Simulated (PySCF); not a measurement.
Be(Me)(SMe) (C₂H₆BeS), SMILES [Be]([CH3])[S]C.

Geometry optimised at r2SCAN-D4/def2-SVP. The values are those of a single conformer.

Computed with C-PCM-M06-2X/def2-SVP in PySCF 2.14.0.

The values are the electrostatic part of the solvation free energy, E(continuum) − E(gas) at the gas-phase geometry, in a cavity of scaled van der Waals radii (PySCF's table); cavitation and dispersion terms are not included. A continuum can't describe solvent molecules that bind to the metal. In vacuum the orbital gap is 8.13 eV. The dipole moment in vacuum is 1.56 D.

Estimate the values in water (ε = 78.36), acetone (ε = 20.49), tetrahydrofuran (ε = 7.43). (The exact figures need the calculation; the answer reports its results.)


```
solvent              ε  ΔG(elec) (kcal/mol)  dipole (D)  gap (eV)
---------------  -----  -------------------  ----------  --------
water            78.36                 -4.8        2.06      8.51
acetone          20.49                 -4.6        2.04      8.49
tetrahydrofuran   7.43                 -4.1        1.98      8.45
```
